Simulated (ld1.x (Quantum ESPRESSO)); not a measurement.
**Rh (Z = 45), TM: configuration errors across variants**

```
Element                 : rhodium
Generator               : ld1.x (Quantum ESPRESSO) 7.5
Type                    : norm-conserving Troullier–Martins (Kleinman–Bylander form)
Functional              : PBE
Relativity              : scalar-relativistic
Frozen core             : [Kr]
Valence charge          : 9
Reference configuration : 4d7.5 5s0 5p0 (charge +1.5)
Partial waves           : 5s (bound, empty): rc 1.80 bohr; 5p (bound, empty): rc 2.50 bohr; 4d (bound): rc 1.20 bohr
Local potential         : all-electron potential smoothed inside 2.50 bohr (lloc = -2)
Core correction         : none
```

All-electron excitation energies from the reference (eV): (1) 4d8 5s1 5p0 -15.695; (2) 4d8 5s0 5p0 -8.234; (3) 4d7 5s0 5p0 11.276; (4) 4d8 5s0 5p1 -12.091; (5) 4d7 5s2 5p0 -13.216; (6) 4d6 5s0 5p0 43.781; (7) 4d9 5s0 5p0 -16.604.

3 further variants failed, have other tests or too few solved ones, and are left out.

A true bound ghost makes a file unfit for plane-wave use even where its test errors are small: the radial tests pick states by their node count and pass the ghost by.

Errors AE − PS in meV (a dash: test not solved or not reliable):

```csv
change,(1),(2),(3),(4),(5),(6),(7),bound ghosts
base,+51,-13,-21,+20,+59,-242,-63,none
local potential the s channel,+52,-16,-25,+14,+56,-291,-79,none
wave 5s (bound): rc 1.80 bohr becomes 5s (bound): rc 2.72 bohr,+47,-13,-21,+20,+14,-242,-63,none
wave 5p (bound): rc 2.50 bohr becomes 5p (bound): rc 1.82 bohr,+51,-13,-21,+15,+59,-242,-63,p
core correction a·sin(br)/r model core inside 0.98 bohr,-8.9,-24,-34,-7.1,-44,-396,-126,none
local potential all-electron potential smoothed inside 2.08 bohr (lloc = -2),+64,-7.2,-13,+26,+61,-171,-24,none
wave 4d (bound): rc 1.20 bohr becomes 4d (bound): rc 1.54 bohr,+51,-13,-21,+20,+58,-241,-63,none
```

(1) Give the same row for: wave 4d (bound): rc 1.20 bohr becomes 4d (bound): rc 1.30 bohr.

## Answers

(1) +51, -13, -21, +20, +58, -242, -63; bound ghosts: none.
